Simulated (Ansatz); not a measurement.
Species: CCl2F, net charge 0, doublet state. It need not be the lowest isomer of its formula. SMILES: Cl[C](F)Cl
Geometry: optimised at B3LYP-D3(BJ)/def2-TZVP (Ansatz, a quantum-chemistry and plane-wave program).

Computed values are from Ansatz. Valence correlation only, unless marked. Open shells are spin-unrestricted. Spin-orbit coupling is left out. Non-relativistic. CBS(X,Y): correlation extrapolated as X^-3; Hartree-Fock from the larger set. [CCSD(T)-MP2]/basis is that difference in the basis named.

What is the total energy at RI-MP2/CBS(cc-pV(T+d)Z,cc-pV(Q+d)Z)+[CCSD(T)-MP2]/cc-pV(T+d)Z?

-1057.3060 Eh.

What is the atomisation energy De at RI-MP2/CBS(cc-pV(T+d)Z,cc-pV(Q+d)Z)+[CCSD(T)-MP2]/cc-pV(T+d)Z?

273.6 kcal/mol.

What is the T1 diagnostic at CCSD/cc-pwCVTZ?

0.015.

What is the vertical electron affinity (to the singlet; negative means unbound) at RI-MP2/CBS(aug-cc-pV(T+d)Z,aug-cc-pV(Q+d)Z)+[CCSD(T)-MP2]/aug-cc-pV(D+d)Z?

0.84 eV.

What is the dipole moment at CCSD(T)/aug-cc-pV(D+d)Z?

0.46 D.
